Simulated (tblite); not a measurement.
Computed values, GFN2-xTB/tblite, gas phase, harmonic and unscaled. The method is semi-empirical: single wavenumbers can be off by several per cent or more. Modes of hydrogen on silicon can be 10 to 20 % off. One conformer each. Thermal functions are those of the rigid rotor and harmonic oscillator, without mixing of conformers.

Question: Order these by their heat capacity Cp at 298.15 K, highest first (J/(mol K)).
A. `OC[C@H]1CCC/C1=C/Cl`
B. `C#CC1=C[C@@H](Cl)C=C1`
C. `ClC1=CCCCCC1`
D. `C=C(F)[C@H]1CC[S@](=O)CC1`
E. `C#CC[C@@H]1C[SiH2]O[Si@H]1N`
F. `O=C(Cl)C1CCCCC1`

Answer: E (196.6), D (170.1), A (153.8), F (145.9), C (133.9), B (124.8).

| SMILES | atoms | mass (u) | symmetry number | modes under 300 cm⁻¹ | ZPE (kJ/mol) | S translation (J/(mol K)) | S rotation | S vibration | S | Cp |
| --- | --- | --- | --- | --- | --- | --- | --- | --- | --- | --- |
| C#CC[C@@H]1C[SiH2]O[Si@H]1N | 20 | 157.04 | 1 | 8 | 385.1 | 171.9 | 126.7 | 148.6 | 447.3 | 196.6 |
| C=C(F)[C@H]1CC[S@](=O)CC1 | 21 | 162.05 | 1 | 6 | 441.4 | 172.3 | 124.7 | 116.9 | 414.0 | 170.1 |
| OC[C@H]1CCC/C1=C/Cl | 20 | 146.05 | 1 | 7 | 435.0 | 171.0 | 124.2 | 107.3 | 402.5 | 153.8 |
| O=C(Cl)C1CCCCC1 | 20 | 146.05 | 1 | 5 | 441.6 | 171.0 | 123.1 | 94.9 | 389.0 | 145.9 |
| ClC1=CCCCCC1 | 19 | 130.05 | 1 | 4 | 428.8 | 169.6 | 121.1 | 72.8 | 363.5 | 133.9 |
| C#CC1=C[C@@H](Cl)C=C1 | 13 | 124.01 | 1 | 4 | 236.5 | 169.0 | 120.5 | 73.1 | 362.6 | 124.8 |

Entropies and Cp are for 298.15 K and 1 bar.
